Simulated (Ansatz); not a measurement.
Consider the adduct formation: dimethylamine + `[InH3]` → `C[NH+](C)[InH3-]`.

Gas-phase electronic energies from Ansatz, PBE0-D4/def2-TZVP geometries. CBS: MP2 limit from def2 TZ/QZ plus the TZ coupled-cluster correction, frozen cores. DFT in def2-TZVPP. Elements past krypton have def2 core potentials. For In outer-core shells are correlated without core-valence functions, which leaves a few kJ/mol of doubt a bond.

`CNC`:

```xyz
10

C     0.164   -0.765    0.921
N    -0.659   -0.226   -0.137
C    -0.061    0.919   -0.783
H    -0.303   -1.659    1.338
H     0.248   -0.030    1.727
H     1.189   -1.024    0.605
H    -0.851   -0.945   -0.822
H     0.011    1.744   -0.068
H    -0.692    1.253   -1.609
H     0.955    0.734   -1.174
```

`[InH3]`:

```xyz
4

In    0.000    0.000    0.000
H    -0.829   -0.842   -1.255
H    -0.872    1.044    1.059
H     1.701   -0.202    0.197
```

`C[NH+](C)[InH3-]`:

```xyz
14

C     0.663   -0.081    1.363
N     0.465   -0.176   -0.081
C     0.735    1.086   -0.764
In   -1.719   -0.960   -0.584
H     0.493   -1.055    1.820
H     1.670    0.270    1.617
H    -0.065    0.621    1.773
H     1.083   -0.890   -0.452
H     0.009    1.830   -0.431
H     0.617    0.953   -1.840
H     1.744    1.461   -0.553
H    -1.535   -0.991   -2.312
H    -2.547    0.384    0.144
H    -1.611   -2.452    0.300
```

Question: Is it downhill or uphill in electronic energy at CCSD(T)/CBS, and by how much? (Estimate.)

Answer: Computed: Downhill: ΔE = -1.14 eV.

Question: What do these levels give: revPBE-D4, B2PLYP, PBE-QIDH, r2SCANh, BHLYP, SCS-MP2/def2-TZVPP? (An estimate is asked.)

Answer: Computed: revPBE-D4 -0.95, B2PLYP -0.91, PBE-QIDH -1.03, r2SCANh -1.01, BHLYP -0.85, SCS-MP2/def2-TZVPP -1.03 eV.

Largest T1 diagnostic among the species: 0.014.

From BLYP to BHLYP (50 % exact exchange), in def2-TZVPP and without D4, ΔE moves by −0.16 eV. In def2-TZVPP, CCSD(T) changes the Hartree–Fock value by −0.35 eV (the triples alone add −0.05 eV) and MP2 by −0.39 eV.
